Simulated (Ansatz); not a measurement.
Consider the hydrogenolysis of the Sn–S bond: `[CH3][SnH]([F])[SH]` + H₂ → `[CH3][SnH2][F]` + H₂S.

Gas-phase electronic energies from Ansatz, PBE0-D4/def2-TZVP geometries. CCSD(T)/CBS adds triple-zeta CCSD(T) − MP2 to the extrapolated MP2 energy (def2 sets, frozen cores). This one scheme is used for every species. DFT in def2-TZVPP. def2 core potentials past Kr. For Sn outer-core shells are correlated without core-valence functions, which leaves a few kJ/mol of doubt a bond. Each species was taken in one conformer, which may not be the lowest.

```json
{"species": "`[CH3][SnH]([F])[SH]`", "r2SCAN-D4 energy (Eh)": "-753.57427"}
{"species": "H₂", "r2SCAN-D4 energy (Eh)": "-1.17130"}
{"species": "`[CH3][SnH2][F]`", "r2SCAN-D4 energy (Eh)": "-355.35012"}
{"species": "H₂S", "r2SCAN-D4 energy (Eh)": "-399.37429"}
```

**Question.** Work out ΔE.

**Answer.** ΔE = (-355.35012) + (-399.37429) − (-753.57427) − (-1.17130) = 0.02116 Eh = +0.58 eV. CCSD(T)/CBS gives +0.57 eV.

**Question.** What do rigid-rotor, harmonic-oscillator terms from PBE0-D4/def2-TZVP frequencies (298.15 K, 1 bar) make of the CCSD(T)/CBS value? (Best estimate.)

**Answer.** Ansatz gave: ΔZPE = +0.07 eV, ΔH = +0.60 eV, ΔS = 27 J/(mol·K), ΔG = +0.51 eV.

Largest T1 diagnostic among the species: 0.013.

In def2-TZVPP, CCSD(T) changes the Hartree–Fock value by +0.16 eV (the triples alone add +0.06 eV) and MP2 by +0.28 eV. At CCSD(T), def2-SVP lies −0.19 eV from the extrapolated value and def2-TZVPP −0.09 eV. From r2SCAN to r2SCAN0 (25 % exact exchange), in def2-TZVPP and without D4, ΔE moves by −0.05 eV.
